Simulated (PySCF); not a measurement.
O (oxygen, neutral): PBE0 calculation

Configuration: [He] 2s2 2p4, high-spin 3P determinant. Computed with PySCF 2.14 in aug-cc-pVQZ with one added diffuse shell each of s, p, d, f, g type (7s6p5d4f3g, 105 functions), with no relativity, point nucleus.

```
Total energy                                                  : -75.0212 hartree
One-electron energy                                           : -103.2143 hartree
Hartree (Coulomb) energy                                      : 36.5909 hartree
Exchange-correlation energy                                   : -8.3977 hartree
Kinetic energy                                                : 74.80796 hartree
⟨S²⟩                                                          : 2.0040
⟨L²⟩                                                          : 2.012
Sum of ⟨r⟩                                                    : 7.671 bohr
Sum of ⟨r²⟩                                                   : 11.50 bohr²
Traceless quadrupole moment −½Σ⟨3z² − r²⟩ along its main axis : -0.943 e·bohr²
Density at the nucleus (Gaussians lack the cusp)              : 306 bohr⁻³
Spin density at the nucleus                                   : -0.0802 bohr⁻³
Langevin diamagnetic susceptibility                           : -9.11 ×10⁻⁶ cm³/mol
```

```
shell  electrons  mean orbital energy (eV)  spread (eV)  rms radius, mean of both spins (bohr)
 1s α          1                   -526.61            0                                  0.232
 1s β          1                   -525.12            0                                  0.232
 2s α          1                   -28.656            0                                   1.26
 2s β          1                   -23.816            0                                   1.26
 2p α          3                   -12.385        2.229                                   1.43
 2p β          1                    -9.486            0                                   1.43
```
